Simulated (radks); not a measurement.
The numbers below are computed, except where a source is named.
Task: Valence configurations of neutral tellurium (all share [Kr]). Level of theory: scalar-relativistic Kohn-Sham, PBE, spin-polarised, spherical densities, finite nucleus; open shells are filled with parallel spins first (spin-orbit coupling, left out, can overturn this in heavy ions); Fermi nuclear charge, rms radius 4.7423 fm (a radial shooting solver on a logarithmic mesh with Libxc functionals). Order these by energy: 4d10 5s2 5p4; 4d9 5s1 5p6; 4d8.5 5s2 5p5.5; 4d9.5 5s2 5p4.5; 4d10 5p6; 4d10 5s1 5p5; 4d8 5s2 5p6; 4d9 5s2 5p5.

Result: From the lowest, in eV above it: 4d10 5s2 5p4 0.000; 4d10 5s1 5p5 9.216; 4d9.5 5s2 5p4.5 18.672; 4d10 5p6 19.330; 4d9 5s2 5p5 38.442; 4d9 5s1 5p6 48.355; 4d8.5 5s2 5p5.5 59.309; 4d8 5s2 5p6 81.269. NIST lists [Kr] 4d10 5s2 5p4 as the ground configuration; this level of theory agrees among the configurations tried. The energies are those of spherical high-spin densities, not of single terms.
